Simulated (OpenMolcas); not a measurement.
V3+.

```
Program             : OpenMolcas
Basis               : ANO-RCC-VQZP [7s6p4d3f2g1h]
Scalar Hamiltonian  : DKH2, point nucleus
Active space        : 8 electrons in 8 orbitals (RAS1 3p, at most 2 holes; RAS2 3d)
State averaging     : 2S+1 = 3 even, 10 roots; 2S+1 = 1 even, 15 roots
Spin-orbit coupling : RASSI with atomic mean-field integrals over the reference wave functions, term energies averaged over their components
```

Two sets of levels on these reference wave functions, in cm⁻¹ above 3d² ³F₂: one from RASSCF and one from SS-RASPT2, IPEA 0.25 Eh, imaginary shift 0.1 Eh (closed shells correlated: 3s).

| Level | Set 1 | Set 2 |
| --- | --- | --- |
| 3d² ³F₂ | 0.0 | 0.0 |
| 3d² ³F₃ | 341 | 342 |
| 3d² ³F₄ | 781 | 782 |
| 3d² ¹D₂ | 12820 | 10910 |
| 3d² ³P₀ | 15720 | 13690 |
| 3d² ³P₁ | 15830 | 13810 |
| 3d² ³P₂ | 16080 | 14060 |
| 3d² ¹G₄ | 22380 | 18480 |
| 3d² ¹S₀ | 46370 | 41810 |

Q: Which set is which?

A: Set 2 is SS-RASPT2. Its levels of the other terms of 3d² lie at 0.83 to 0.90 of the other set's values, as expected, since terms of lower spin or lower L gain more correlation energy than the Hund ground term. Against 7 measured levels (Sugar and Corliss, J. Phys. Chem. Ref. Data 7, 1191 (1978)) the mean absolute deviation is 290 cm-1 with it and 2100 cm-1 without; single levels miss by up to 660 cm-1 with it.

CASPT2 breaks the degeneracy within a term, and the mean is taken; among the terms shown or strongly mixed into the levels shown the widest spread is 480 cm-1 (3d² ¹G, SS-RASPT2). Active for correlation alone: 3p; no level in the range computed is led by a configuration that opens it, so any true level of that kind is missing. Without dynamic correlation excited terms often stand tens of per cent too high (terms of higher spin than the ground term too low), and those without a measured partner can miss by more than the paired ones (holds for RASSCF). Measured partners are found by configuration, term and J. A level has none where our copy of the source lacks it or the pairing is in doubt (some pairs that miss far off the trend of their configuration count as doubtful), and it then counts in no deviation. Only configurations of the active space appear.
